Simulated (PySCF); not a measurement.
ClH5OSi2, SMILES Cl[Si@H]([SiH3])O.

Coordinates come from a B3LYP-D3(BJ)/def2-SVP optimisation. The structure was generated by enumeration; whether it is a known compound was not checked. One conformer was computed; it need not be the lowest.

Two levels are set side by side: TDA-PBE/def2-SVPD (PySCF) and TDA-LC-ωPBE/def2-SVPD (PySCF). Vertical, same geometry. The lowest singlet is HOMO→LUMO 97 % with PBE and HOMO→LUMO 75 % with the other functional; states are paired by order. Differences are taken from unrounded values.

```
quantity                               TDA-PBE
-------------------------------------  -------
lowest singlet excitation (eV)            5.90
lowest triplet excitation (TDA) (eV)      5.46
first bright state (f over 0.05) (eV)     7.02
its oscillator strength                   0.15
```

**Question.** These are the TDA-PBE values. What does TDA-LC-ωPBE give? (The exact figures need the calculation; the answer reports its results.)

**Answer.** 
```
quantity                               TDA-LC-ωPBE  TDA-PBE minus TDA-LC-ωPBE
-------------------------------------  -----------  -------------------------
lowest singlet excitation (eV)                7.13                      -1.23
lowest triplet excitation (TDA) (eV)          6.20                      -0.74
first bright state (f over 0.05) (eV)         8.40                      -1.38
its oscillator strength                       0.13                       0.02
```

A lower first singlet is the usual sign of a functional without exact exchange. Differences between two approximate levels are no errors against the true value.

Rough cost on one machine, each run with all the roots and properties that it gave: TDA-LC-ωPBE against TDA-PBE about 3 times.
